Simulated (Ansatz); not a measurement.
Geometry optimisation, RHF/6-31G* (Ansatz 0.2.0).

Input:

```yaml
crystal:
  periodic: [false, false, false]
  atoms:
    - { symbol: Al, position_ang: [-0.002836, -0.387513, 0.002283] }
    - { symbol: O, position_ang: [-0.212892, -0.321308, 1.728363] }
    - { symbol: H, position_ang: [-1.062488, -0.520852, 2.09474] }
    - { symbol: F, position_ang: [1.478669, -0.625288, -0.622739] }
    - { symbol: F, position_ang: [-1.305326, -0.481488, -0.970954] }
    - { symbol: "N", position_ang: [0.162226, 2.53942, 0.997122] }
    - { symbol: H, position_ang: [0.990173, 3.092612, 1.120621] }
    - { symbol: H, position_ang: [-0.632549, 3.149572, 1.007769] }
    - { symbol: H, position_ang: [0.082423, 1.880346, 1.782095] }
basis:
  gaussian: { orbitals: "6-31G*" }
hamiltonian:
  xc: hf
relax:
  f_tol: 0.03
  max_steps: 50
output:
  orbitals: {}
```

Command:

```bash
$ ansatz run input.yaml --threads 1 --pin off --max-ram 2048MiB --backend cpu --events-out ev --progress --plain --runs-dir out
```

Q: Where does it end, and by what steps?

A: The forces met the threshold. The force dipped under the threshold on the way, but the program's further checks kept it going. After 17 steps the energy has fallen by 1.322 eV; F5 moved furthest, 0.84 Å. Joined: Al1–N6 (3.10 → 2.02 Å).

| step | energy less start (eV) | largest force component (eV/Å) | accepted |
| --- | --- | --- | --- |
| 0 | 0.0000 | 1.418 | yes |
| 1 | -0.2137 | 1.303 | yes |
| 2 | -0.6097 | 1.160 | yes |
| 3 | -1.0190 | 0.939 | yes |
| 4 | -1.1745 | 1.245 | yes |
| 5 | -1.2241 | 1.112 | yes |
| 6 | -1.2904 | 0.732 | yes |
| 7 | -1.3027 | 0.202 | yes |
| 8 | -1.3053 | 0.571 | yes |
| 9 | -1.3119 | 0.410 | yes |
| 10 | -1.3111 | 0.406 | no |
| 11 | -1.3171 | 0.076 | yes |
| 12 | -1.3203 | 0.044 | yes |
| 13 | -1.3214 | 0.033 | yes |
| 14 | -1.3214 | 0.028 | no |
| 15 | -1.3214 | 0.019 | yes |
| 16 | -1.3209 | 0.242 | no |
| 17 | -1.3215 | 0.021 | yes |

```xyz
9
Properties=species:S:1:pos:R:3
Al -0.102 0.215 0.347
O -0.503 -0.381 1.898
H -0.729 -1.277 2.089
F 1.379 -0.152 -0.287
F -1.297 0.342 -0.787
N 0.156 2.146 0.889
H 1.079 2.476 0.663
H -0.514 2.749 0.442
H 0.028 2.208 1.885
```

Whether the end is a true minimum wasn't checked by a vibrational analysis.

Run time: 39 s on 1 thread of Arm Neoverse V1, on a shared host, peak memory 0.15 GiB.
